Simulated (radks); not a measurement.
Results of a calculation; reference values are marked as such.
All-electron atom: C3+ in [He] 2s0.5 3d0.5 (fractional occupations, a model configuration). Code: a radial shooting solver on a logarithmic mesh with Libxc functionals. Model: scalar-relativistic Kohn-Sham, r2SCAN, spin-polarised, spherical densities, finite nucleus; open shells are filled with parallel spins first; meta-GGA in the generalised Kohn-Sham scheme; Fermi nuclear charge, rms radius 2.4702 fm.

X-ray form factor f0, the Fourier transform of the density (f0(0) = 3):

sin(theta)/lambda (1/angstrom),f0 (electrons)
0.05,2.904
0.1,2.679
0.15,2.440
0.2,2.249
0.25,2.109
0.3,2.000
0.4,1.827
0.5,1.686
0.6,1.562
0.8,1.332
1,1.107
1.25,0.853
1.5,0.646
2,0.366
